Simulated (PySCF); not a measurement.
CAM-B3LYP on Pd³⁺ (palladium, charge +3)

Configuration: [Kr] 4d7, high-spin 4F determinant. All numbers are calculated (PySCF 2.14, the spin-free X2C one-electron Hamiltonian (Gaussian nucleus), in x2c-QZVPPall).

```json
{
 "Total energy": "-5043.36 hartree",
 "One-electron energy": "-6893.40 hartree",
 "Hartree (Coulomb) energy": "1994.50 hartree",
 "Exchange-correlation energy": "-144.46 hartree",
 "⟨S²⟩": "3.7512",
 "⟨L²⟩": "12.011",
 "Sum of ⟨r⟩": "24.82 bohr",
 "Sum of ⟨r²⟩": "26.23 bohr²",
 "Langevin diamagnetic susceptibility": "-20.8 ×10⁻⁶ cm³/mol",
 "Time after the integrals": "about 5 core-seconds"
}
```

| shell | electrons | mean orbital energy (eV) | spread (eV) | rms radius, mean of both spins (bohr) |
| --- | --- | --- | --- | --- |
| 1s β | 1 | -24240.2 | 0 | 0.0365 |
| 1s α | 1 | -24240.2 | 0 | 0.0365 |
| 2s α | 1 | -3594.1 | 0 | 0.150 |
| 2s β | 1 | -3593.5 | 0 | 0.150 |
| 2p α | 3 | -3227.3 | 0 | 0.133 |
| 2p β | 3 | -3226.8 | 0 | 0.133 |
| 3s α | 1 | -691.06 | 0 | 0.405 |
| 3s β | 1 | -690.71 | 0 | 0.405 |
| 3p α | 3 | -569.76 | 0 | 0.408 |
| 3p β | 3 | -569.35 | 0 | 0.408 |
| 3d α | 5 | -376.59 | 0.340 | 0.390 |
| 3d β | 5 | -375.88 | 0.318 | 0.390 |
| 4s α | 1 | -133.69 | 0 | 0.999 |
| 4s β | 1 | -130.67 | 0 | 0.999 |
| 4p α | 3 | -98.185 | 0 | 1.10 |
| 4p β | 3 | -94.715 | 0 | 1.10 |
| 4d α | 5 | -46.317 | 0.989 | 1.42 |
| 4d β | 2 | -44.300 | 0 | 1.42 |

Densities and radii are taken from the X2C orbitals without a picture-change correction, which distorts them close to the nucleus.
